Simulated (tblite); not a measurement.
A geometry optimisation, step by step.

C₈H₇FSe.
Bonds: F1–C2, C2–C3 (aromatic), C3–C4 (aromatic), C4–C5 (aromatic), C5–C6 (aromatic), C6–C7 (aromatic), C7–C8, C8–C9, C9–Se10, C2–C7 (aromatic), C6–Se10. Hydrogens: H11 on C3; H12 on C4; H13 on C5; H14, H15 on C8; H16, H17 on C9.

Computed with GFN2-xTB (tblite), gas phase: L-BFGS steps from a force-field or distance-geometry start until the largest atomic force falls under 0.01 eV/Å. 5 of its 52 geometries are shown.

Step 0: E = -777.7430 eV, largest atomic force 4.232 eV/Å
```
atom  x, y, z in Å  |  force x, y, z in eV/Å
F1     -0.722   -2.534    0.311   -0.367   0.557  -0.059
C2     -0.939   -1.196    0.125    2.056   0.059  -0.130
C3     -2.174   -0.637    0.185   -2.027  -0.858   0.196
C4     -2.428    0.719   -0.002    0.115  -0.945   0.231
C5     -1.338    1.513   -0.220   -0.269   1.629  -0.328
C6     -0.086    0.955   -0.278    1.354   0.645  -0.118
C7      0.190   -0.377   -0.109   -2.329  -0.482   0.487
C8      1.581   -0.753   -0.200    1.337  -4.003   0.308
C9      2.551    0.249    0.260   -0.491   2.001   0.544
Se10    1.641    1.810   -0.557   -0.127   1.434  -0.216
H11    -3.023   -1.312    0.368    0.401   0.303  -0.060
H12    -3.449    1.073    0.060    0.265   0.115  -0.051
H13    -1.481    2.588   -0.362    0.221  -0.333   0.029
H14     1.749   -1.688    0.416   -0.180   0.366  -0.630
H15     1.822   -1.023   -1.249   -0.128   0.012   0.248
H16     3.562    0.136   -0.103    0.074  -0.011  -0.091
H17     2.537    0.490    1.342    0.095  -0.487  -0.359
```

Step 13: E = -778.2880 eV, largest atomic force 0.098 eV/Å
```
atom  x, y, z in Å  |  force x, y, z in eV/Å
F1     -0.738   -2.519    0.311   -0.032   0.024  -0.002
C2     -0.921   -1.190    0.135   -0.027   0.010  -0.017
C3     -2.204   -0.669    0.187   -0.010   0.024  -0.005
C4     -2.384    0.691   -0.001   -0.001  -0.017  -0.004
C5     -1.302    1.525   -0.233    0.005   0.008   0.013
C6     -0.031    0.980   -0.263    0.000  -0.012  -0.003
C7      0.180   -0.389   -0.087   -0.003   0.006   0.001
C8      1.601   -0.855   -0.191   -0.012   0.008   0.006
C9      2.480    0.314    0.232    0.002  -0.040  -0.028
Se10    1.605    1.935   -0.496   -0.047   0.011   0.022
H11    -3.036   -1.329    0.371   -0.011   0.007   0.008
H12    -3.376    1.115    0.042   -0.011  -0.047  -0.012
H13    -1.447    2.586   -0.376    0.031  -0.017   0.002
H14     1.781   -1.740    0.423    0.015   0.070  -0.003
H15     1.800   -1.120   -1.236    0.024  -0.005   0.055
H16     3.497    0.243   -0.148    0.015   0.019   0.026
H17     2.491    0.435    1.319    0.060  -0.049  -0.060
```

Step 26: E = -778.2944 eV, largest atomic force 0.100 eV/Å
```
atom  x, y, z in Å  |  force x, y, z in eV/Å
F1     -0.763   -2.520    0.304    0.038  -0.004  -0.004
C2     -0.929   -1.190    0.126   -0.008  -0.003   0.008
C3     -2.212   -0.666    0.178   -0.014  -0.001  -0.014
C4     -2.394    0.692   -0.015    0.005   0.007   0.008
C5     -1.308    1.524   -0.231   -0.009   0.005   0.011
C6     -0.036    0.978   -0.251   -0.014  -0.007   0.018
C7      0.178   -0.392   -0.086   -0.029   0.010   0.022
C8      1.603   -0.855   -0.179   -0.006   0.029   0.014
C9      2.491    0.314    0.219   -0.001   0.097  -0.025
Se10    1.589    1.952   -0.445    0.025  -0.030   0.004
H11    -3.044   -1.323    0.370    0.005  -0.016  -0.024
H12    -3.391    1.105    0.017    0.021   0.002  -0.003
H13    -1.445    2.587   -0.366    0.014  -0.013  -0.009
H14     1.791   -1.718    0.461   -0.033  -0.028   0.023
H15     1.810   -1.151   -1.212   -0.021  -0.010  -0.014
H16     3.492    0.261   -0.205    0.011  -0.017  -0.002
H17     2.560    0.417    1.304    0.016  -0.020  -0.014
```

Step 38: E = -778.2986 eV, largest atomic force 0.034 eV/Å
```
atom  x, y, z in Å  |  force x, y, z in eV/Å
F1     -0.752   -2.517    0.288   -0.002  -0.014   0.006
C2     -0.932   -1.186    0.128    0.002  -0.011   0.003
C3     -2.218   -0.672    0.160    0.003   0.002  -0.018
C4     -2.399    0.688   -0.024   -0.004   0.010   0.006
C5     -1.314    1.527   -0.216    0.006   0.008   0.003
C6     -0.039    0.989   -0.216    0.002  -0.012   0.003
C7      0.174   -0.379   -0.057    0.011  -0.016   0.008
C8      1.594   -0.852   -0.150    0.014   0.008   0.006
C9      2.508    0.317    0.199    0.006  -0.004  -0.004
Se10    1.586    1.963   -0.404   -0.007   0.012  -0.012
H11    -3.051   -1.337    0.320    0.001  -0.001  -0.005
H12    -3.397    1.097   -0.010   -0.014   0.011  -0.005
H13    -1.451    2.588   -0.358   -0.016   0.018   0.013
H14     1.773   -1.699    0.516    0.009   0.010  -0.023
H15     1.780   -1.184   -1.178    0.002  -0.012   0.032
H16     3.481    0.258   -0.286   -0.004  -0.008   0.005
H17     2.650    0.410    1.278   -0.010  -0.003  -0.018
```

Step 51: E = -778.2994 eV, largest atomic force 0.009 eV/Å
```
atom  x, y, z in Å  |  force x, y, z in eV/Å
F1     -0.755   -2.517    0.290   -0.002  -0.006  -0.002
C2     -0.933   -1.186    0.129    0.004  -0.003  -0.001
C3     -2.220   -0.673    0.148    0.004   0.001  -0.001
C4     -2.401    0.688   -0.027    0.001  -0.001   0.004
C5     -1.314    1.529   -0.204   -0.006   0.002   0.000
C6     -0.040    0.989   -0.205   -0.006   0.000  -0.006
C7      0.174   -0.380   -0.048   -0.004   0.004   0.001
C8      1.595   -0.852   -0.141   -0.003   0.002   0.003
C9      2.512    0.319    0.188   -0.004   0.007  -0.001
Se10    1.582    1.964   -0.407    0.005   0.001  -0.002
H11    -3.054   -1.340    0.295    0.003   0.005  -0.002
H12    -3.399    1.099   -0.021    0.003  -0.005   0.003
H13    -1.454    2.591   -0.336    0.008   0.000   0.002
H14     1.780   -1.690    0.534   -0.005  -0.007   0.004
H15     1.775   -1.202   -1.163    0.002  -0.001   0.000
H16     3.479    0.256   -0.307    0.000   0.001  -0.002
H17     2.666    0.417    1.265   -0.001   0.001   0.002
```

Question: Summarise the path.

Answer: The energy falls by 12.83 kcal/mol from step 0 to step 51; nine tenths of that is first reached at step 5. It falls at every step. The largest force goes from 4.232 to 0.009 eV/Å. Among the bonds C7–C8 changes most, from 1.444 to 1.500 Å; the atoms move by 0.124 Å rms after alignment.

The cost below is that of the whole relaxation. Hardware: one thread of an Arm Neoverse V2, on a shared host. Cost: 0.31 s of wall time.
